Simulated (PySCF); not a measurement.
Species: 1,1,1-trichloro-2,2-difluoroethane, C2HCl3F2.
SMILES: `FC(F)C(Cl)(Cl)Cl`

Method used: PBE0-D3(BJ)/def2-SVP geometry optimisation, gas phase in PySCF.

Masses are those of the commonest isotopes; rigid-rotor values at the optimised geometry. 

Problem. Give the principal moments of inertia and the rotational constants in MHz.

Solution. Ia = 330.74, Ib = 369.71, Ic = 422.50 u·Å²; 505379 MHz·u·Å²/I gives A = 1528, B = 1367, C = 1196 MHz.

Problem. Classify the top.

Solution. An asymmetric top: κ = (2 × 1367 − 1528 − 1196)/(1528 − 1196) = 0.03.

Problem. Is it planar, by Δ = Ic − Ia − Ib?

Solution. Not planar: Δ = Ic − Ia − Ib = -277.95 u·Å². For a rigid frame Δ = −2 Σ m c², so Σ m c² = 138.98 u·Å² lies off the ab plane: 3.45 from hydrogen and 135.53 from heavier atoms. The atom farthest from that plane is 1.85 Å away.

Problem. Give the coordinates in the principal-axis frame, origin at the centre of mass.

Solution. The sense of each axis is arbitrary; atoms in the order of the calculation.
| atom | mass (u) | a (Å) | b (Å) | c (Å) |
| --- | --- | --- | --- | --- |
| F1 | 18.998 | 1.792 | 1.085 | -0.435 |
| C2 | 12.000 | 1.086 | 0.000 | -0.765 |
| F3 | 18.998 | 1.792 | -1.086 | -0.435 |
| C4 | 12.000 | -0.255 | 0.000 | 0.001 |
| Cl5 | 34.969 | 0.048 | -0.011 | 1.737 |
| Cl6 | 34.969 | -1.157 | -1.444 | -0.483 |
| Cl7 | 34.969 | -1.148 | 1.455 | -0.467 |
| H8 | 1.008 | 0.880 | 0.000 | -1.849 |

Problem. List the rotational levels J(Ka,Kc) to J = 4 (cm⁻¹).

Solution. Above 0(0,0):
J = 1: 1(0,1) 0.0855, 1(1,1) 0.0909, 1(1,0) 0.0966
J = 2: 2(0,2) 0.2538, 2(1,2) 0.2562, 2(1,1) 0.2733, 2(2,1) 0.2894, 2(2,0) 0.2921
J = 3: 3(0,3) 0.5019, 3(1,3) 0.5027, 3(1,2) 0.5359, 3(2,2) 0.5459, 3(2,1) 0.5569, 3(3,1) 0.5884, 3(3,0) 0.5894
J = 4: 4(0,4) 0.8294, 4(1,4) 0.8296, 4(1,3) 0.8810, 4(2,3) 0.8856, 4(2,2) 0.9109, 4(3,2) 0.9341, 4(3,1) 0.9396, 4(4,1) 0.9888, 4(4,0) 0.9890
The levels of one J sum to (2J + 1)J(J + 1)(A + B + C)/3.

Problem. Which types of transition are allowed, and where do some lines up to J = 4 fall?

Solution. The dipole components are |μa| = 0.52 D, |μb| = 0.00 D, |μc| = 1.07 D; the mirror of this Cs structure is the ac plane, so μb vanishes by symmetry and there are no b-type lines. The squared components, which scale the intensities, stand as 0.23 : 1.00 (a : c). Some lines, for components of 0.1 D or more:

| type | branch | J(Ka,Kc) | MHz | lower level (cm⁻¹) |
| --- | --- | --- | --- | --- |
| a | Q | 4(2,2) ← 4(2,3) | 760 | 0.886 |
| a | R | 1(0,1) ← 0(0,0) | 2563 | 0.000 |
| c | R | 1(1,0) ← 0(0,0) | 2895 | 0.000 |
| a | R | 2(1,1) ← 1(1,0) | 5297 | 0.097 |
| c | R | 2(1,1) ← 1(0,1) | 5629 | 0.085 |
| c | R | 2(2,0) ← 1(1,0) | 5862 | 0.097 |
| a | R | 3(1,3) ← 2(1,2) | 7390 | 0.256 |
| a | R | 3(0,3) ← 2(0,2) | 7439 | 0.254 |
| a | R | 3(2,2) ← 2(2,1) | 7689 | 0.289 |
| c | R | 3(2,1) ← 2(1,1) | 8505 | 0.273 |
| c | R | 3(3,1) ← 2(2,1) | 8965 | 0.289 |
| a | R | 4(0,4) ← 3(0,3) | 9817 | 0.502 |
| a | R | 4(1,3) ← 3(1,2) | 10346 | 0.536 |
| c | R | 4(2,2) ← 3(1,2) | 11243 | 0.536 |

Problem. Estimate the classical rotational partition function at 50 K, 100 K and 200 K.

Solution. Point group Cs, symmetry number σ = 1; q = (√π/σ)·√((kT/h)³/(ABC)), k/h = 20836.6 MHz/K: 37700 at 50 K, 107000 at 100 K, 302000 at 200 K.

Not checked by PBE0-D3(BJ)/def2-SVP frequencies. These are rigid-rotor constants of the computed structure; measured ground-state constants (B0) also hold zero-point vibration. Quadrupole hyperfine structure (35Cl) is left out.

Hardware: Arm Neoverse V2, one thread, shared host. Cost: 34 s, 0.64 GiB resident at most. This is the geometry optimisation.

Shape of the structure used: `[F:1][CH:2]([F:3])[C:4]([Cl:5])([Cl:6])[Cl:7]`: F1–C2–C4–Cl5 -60°.
